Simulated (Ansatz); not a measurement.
`FBO[SiH3]` + `O[SiH2]O[SiH2]F` → `BO[SiH3]` + `O[SiH2]O[SiH](F)F`  (redistribution)

Gas-phase electronic energies from Ansatz, PBE0-D4/def2-TZVP geometries. CBS: MP2 limit from def2 TZ/QZ plus the TZ coupled-cluster correction, frozen cores. DFT in def2-TZVPP. B3LYP here is the variant with VWN-RPA as its local correlation; programs differ in this. Each species was taken in one conformer, which may not be the lowest.

Is it downhill or uphill in electronic energy at CCSD(T)/CBS, and by how much? (Estimate.)

The calculation gave: Downhill: ΔE = -8.1 kJ/mol.

What do these levels give: PBE-D4, ωB97X-V, PBE, r2SCAN, B3LYP, MP2/def2-TZVPP, CCSD/def2-TZVPP, HF/def2-QZVPP, MP2/def2-QZVPP, SCS-MP2/def2-QZVPP, MP2/CBS(def2), CCSD/CBS(def2)? (Estimate.)

Ansatz gave: PBE-D4 2.7, ωB97X-V -3.3, PBE 4.0, r2SCAN -2.4, B3LYP -1.2, MP2/def2-TZVPP -6.4, CCSD/def2-TZVPP -5.5, HF/def2-QZVPP -7.9, MP2/def2-QZVPP -9.1, SCS-MP2/def2-QZVPP -9.2, MP2/CBS(def2) -9.8, CCSD/CBS(def2) -8.9 kJ/mol.

Largest T1 diagnostic among the species: 0.013.
